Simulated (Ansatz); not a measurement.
C2H4FNOSi can be A, `OC1(F)C=N[SiH2]1`, or B, `N#CC(O)(F)[SiH3]`.

Program: Ansatz. Geometries: PBE0-D4/def2-TZVP. ΔE: electronic, gas phase. CBS: MP2 limit from def2 TZ/QZ plus the TZ coupled-cluster correction, frozen cores. Functionals use def2-TZVPP. B3LYP here is the variant with VWN-RPA as its local correlation; programs differ in this. One conformer a species, not always the lowest.

A:

```xyz
10

O    -0.847   -1.070    1.148
C    -0.528    0.041    0.414
F    -1.397    1.073    0.722
C    -0.428   -0.147   -1.099
N     0.769    0.044   -1.506
Si    1.333    0.449    0.145
H    -1.733   -1.369    0.905
H    -1.265   -0.419   -1.757
H     1.743    1.864    0.319
H     2.353   -0.468    0.709
```

B:

```xyz
10

N    -1.108    1.225    2.129
C    -0.838    0.516    1.265
C    -0.418   -0.362    0.161
O     0.176   -1.511    0.619
F    -1.567   -0.668   -0.561
Si    0.822    0.528   -1.027
H    -0.366   -1.911    1.310
H     1.160   -0.452   -2.083
H     2.010    0.919   -0.234
H     0.128    1.714   -1.578
```

Which is lower in electronic energy at CCSD(T)/CBS, and by how much? (An estimate is asked.)

Computed: B, by 7.2 kJ/mol.

Give E(B) − E(A) in kJ/mol with CCSD/def2-TZVPP, B3LYP, r2SCAN-D4, PBE-D4, PBE0-D4, MP2/def2-TZVPP, ωB97M-V. (An estimate is asked.)

The calculation gave: CCSD/def2-TZVPP -17.2, B3LYP -13.9, r2SCAN-D4 -0.9, PBE-D4 3.9, PBE0-D4 10.3, MP2/def2-TZVPP -20.0, ωB97M-V -2.2. The order is the other way round with PBE-D4, PBE0-D4.

Largest T1 diagnostic: 0.014.

In def2-TZVPP, CCSD(T) changes the Hartree–Fock value by +8.7 kJ/mol (the triples alone add +1.0 kJ/mol) and MP2 by +4.9 kJ/mol. From PBE to PBE0 (25 % exact exchange), in def2-TZVPP and without D4, E(B) − E(A) moves by +6.8 kJ/mol.
